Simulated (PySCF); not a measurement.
`C[SiH2][C@@H]1C=C[C@@H]1C#N`: 4 charge schemes on one density

Compound: C₆H₉NSi.
Structure used (GFN2-xTB), in Å, numbered top down from 1:
```
atom  x, y, z in Å
C1     2.419   -0.351   -0.364
Si2    1.101    0.049    0.937
C3    -0.392    0.864    0.064
C4    -1.628    1.008    0.899
C5    -2.377    0.215    0.140
C6    -1.274   -0.035   -0.866
C7    -0.874   -1.401   -1.020
N8    -0.569   -2.497   -1.142
H9     3.306   -0.763    0.106
H10    2.722    0.532   -0.921
H11    2.054   -1.086   -1.077
H12    0.645   -1.151    1.640
H13    1.593    1.040    1.904
H14   -0.088    1.789   -0.433
H15   -1.804    1.559    1.804
H16   -3.384   -0.156    0.176
H17   -1.457    0.396   -1.856
```

Density: PBE0/pcSseg-1 (PySCF); schemes: Mulliken, IAO, Hirshfeld and ESP-fitted. Geometry: GFN2-xTB, one conformer, isolated molecule.

**Question.** Do the Mulliken, IAO, Hirshfeld and ESP-fitted schemes agree on where the charge is highest?

**Answer.** All schemes agree: Mulliken Si2 (+0.678); IAO Si2 (+0.758); Hirshfeld Si2 (+0.340); ESP-fitted Si2 (+0.518).

**Question.** At which atom do the 4 schemes differ most?

**Answer.** At C1: from -0.717 (IAO) to -0.212 e (Hirshfeld), 0.505 e apart.

**Question.** Do the Mulliken, IAO, Hirshfeld and ESP-fitted schemes agree on where the charge is lowest?

**Answer.** The schemes don't all agree: Mulliken C1 (-0.632); IAO C1 (-0.717); Hirshfeld N8 (-0.220); ESP-fitted C1 (-0.604).

**Question.** What partial charge does each atom carry?

**Answer.** In e:

```
atom                   environment  Mulliken     IAO  Hirshfeld  ESP-fitted
  C1              Si-methyl carbon    -0.632  -0.717     -0.212      -0.604
 Si2                  SiH2 silicon    +0.678  +0.758     +0.340      +0.518
  C3   sp3 carbon bound to silicon    -0.434  -0.371     -0.104      -0.141
  C4              alkene CH carbon    -0.068  -0.132     -0.034      -0.266
  C5              alkene CH carbon    -0.032  -0.157     -0.044      -0.155
  C6  sp3 carbon next to a nitrile    -0.225  -0.151     -0.007      -0.067
  C7                nitrile carbon    +0.135  +0.133     +0.087      +0.356
  N8              nitrile nitrogen    -0.255  -0.251     -0.220      -0.460
  H9               methyl hydrogen    +0.143  +0.161     +0.045      +0.168
 H10               methyl hydrogen    +0.136  +0.154     +0.042      +0.134
 H11               methyl hydrogen    +0.162  +0.167     +0.040      +0.154
 H12                 Si–H hydrogen    -0.048  -0.113     -0.076      -0.092
 H13                 Si–H hydrogen    -0.081  -0.125     -0.083      -0.133
 H14              methine hydrogen    +0.163  +0.151     +0.045      +0.122
 H15              vinylic hydrogen    +0.090  +0.156     +0.059      +0.189
 H16              vinylic hydrogen    +0.089  +0.158     +0.058      +0.158
 H17              methine hydrogen    +0.180  +0.178     +0.064      +0.118
```

Mean size of the charges over all atoms: IAO 0.237 e, ESP-fitted 0.226 e, Mulliken 0.209 e, Hirshfeld 0.092 e. Each set sums to the total charge, 0, to within 0.001 e. The ESP scheme is a least-squares fit of atom-centred charges to the potential on four shells outside the van der Waals surface, with the total charge fixed.

**Question.** Sum the charges by element, for elements with more than one atom.

**Answer.** 
```
element  atoms  Mulliken     IAO  Hirshfeld  ESP-fitted
      C      6    -1.257  -1.395     -0.314      -0.877
      H      9    +0.834  +0.887     +0.194      +0.819
```

**Question.** How closely do the schemes follow one another over all atoms?

**Answer.** Correlation coefficient and root-mean-square difference: Mulliken with IAO 0.98, 0.059 e; IAO with Hirshfeld 0.94, 0.193 e; Hirshfeld with ESP-fitted 0.93, 0.165 e; IAO with ESP-fitted 0.92, 0.121 e; Mulliken with Hirshfeld 0.92, 0.174 e; Mulliken with ESP-fitted 0.88, 0.135 e.

**Question.** How many electrons does the Hirshfeld scheme count on C3?

**Answer.** Z − q = 6 − (-0.104) = 6.104.

The run behind these numbers computed NMR shieldings as well. Time: 17 s of wall time; peak memory 0.84 GiB. Hardware: AMD EPYC 9B45, one thread, no GPU, on a shared host.
